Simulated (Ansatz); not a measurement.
`[F][GeH]([Cl])[GeH3]` and `[OH][GeH]([F])[GeH3]` differ in one atom or group.

Ansatz, PBE0-D4/def2-TZVP geometries, multiplicity 1. Each molecule was computed in one conformer, which needn't be the lowest.

Scalar relativity is left out up to krypton.

```tsv
property	`[F][GeH]([Cl])[GeH3]`
HOMO energy (PBE0/def2-TZVPP) / eV	-8.43
ideal-gas entropy at 298 K and 1 bar (rigid rotor, harmonic PBE0-D4/def2-TZVP) / J/(mol·K)	373
LUMO energy (PBE/def2-TZVPP) / eV	-1.52
zero-point energy (PBE0-D4/def2-TZVP) / kJ/mol	92.4
HOMO–LUMO gap (B3LYP/def2-TZVPP) / eV	7.30
size of the dipole moment (PBE/def2-TZVPP) / D	2.64
```

**Question.** Give the same properties after the change, and the shifts. (An estimate is asked.)

**Answer.** The calculation gave: 
```csv
property,`[OH][GeH]([F])[GeH3]`,shift
HOMO energy (PBE0/def2-TZVPP) / eV,-8.47,-0.04
"ideal-gas entropy at 298 K and 1 bar (rigid rotor, harmonic PBE0-D4/def2-TZVP) / J/(mol·K)",371,-2
LUMO energy (PBE/def2-TZVPP) / eV,-0.91,0.61
zero-point energy (PBE0-D4/def2-TZVP) / kJ/mol,124.6,32.2
HOMO–LUMO gap (B3LYP/def2-TZVPP) / eV,7.93,0.63
size of the dipole moment (PBE/def2-TZVPP) / D,1.67,-0.97
```

The zero-point energy changes by 32.2 kJ/mol with +3 modes. Dipoles are sizes alone; their direction can turn.

B3LYP here is the variant with VWN-RPA as its local correlation; programs differ in this.
